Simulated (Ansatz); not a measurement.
`N[SiH2][CH2][GeH2][NH2]` → `N[CH2][GeH2][NH2]` + `[SiH2]`  (silylene formation by 1,1-elimination)

Gas-phase electronic energies from Ansatz, PBE0-D4/def2-TZVP geometries. CBS: MP2 limit from def2 TZ/QZ plus the TZ coupled-cluster correction, frozen cores. This one scheme is used for every species. Functionals use def2-TZVPP. For Ge outer-core shells are correlated without core-valence functions, which leaves a few kJ/mol of doubt a bond. Scalar relativity is left out up to krypton. Each species was taken in one conformer, which may not be the lowest.

`N[SiH2][CH2][GeH2][NH2]`:

Z-matrix (Å, degrees):
```
Si
C 1 1.861
N 1 1.734 2 109.0
H 1 1.488 2 111.2 3 116.5
H 1 1.496 2 109.2 3 -125.3
Ge 2 1.954 1 113.9 3 -53.4
H 2 1.094 1 110.0 3 67.6
H 2 1.095 1 108.8 3 -175.3
H 3 1.010 1 117.7 2 -58.8
H 3 1.009 1 117.5 2 166.7
N 6 1.843 2 106.5 1 65.0
H 6 1.551 2 108.9 1 -58.9
H 6 1.542 2 111.8 1 -178.7
H 11 1.014 6 110.8 2 -62.5
H 11 1.011 6 114.1 2 173.9
```

`N[CH2][GeH2][NH2]`:

Cartesian coordinates in Å:
```
N 1.003 0.984 -1.534
C 0.774 0.620 -0.144
Ge -0.912 -0.394 -0.007
N -1.212 -1.169 1.639
H 1.831 1.558 -1.635
H 1.140 0.161 -2.107
H 0.648 1.531 0.448
H 1.582 0.041 0.330
H -0.859 -1.544 -1.035
H -2.110 0.529 -0.284
H -1.394 -0.509 2.383
H -0.491 -1.807 1.945
```

`[SiH2]`:

Z-matrix (Å, degrees):
```
Si
H 1 1.525
H 1 1.525 2 91.2
```

```csv
species,PBE0-D4 energy (Eh)
`N[SiH2][CH2][GeH2][NH2]`,-2519.69321
`N[CH2][GeH2][NH2]`,-2229.05422
`[SiH2]`,-290.48713
```

**Question.** Work out ΔE.

**Answer.** ΔE = (-2229.05422) + (-290.48713) − (-2519.69321) = 0.15186 Eh = +398.7 kJ/mol. CCSD(T)/CBS gives +392.4 kJ/mol.

Largest T1 diagnostic among the species: 0.014.

The D4 term adds +20.4 kJ/mol with B3LYP and +11.3 kJ/mol with PBE0; it sums over pairs of atoms, weighted by their polarisabilities, and B3LYP, whose exchange is more repulsive, gets the larger term. In def2-TZVPP, CCSD(T) changes the Hartree–Fock value by +19.7 kJ/mol (the triples alone add +5.4 kJ/mol) and MP2 by +47.2 kJ/mol.

B3LYP here is the variant with VWN-RPA as its local correlation; programs differ in this.
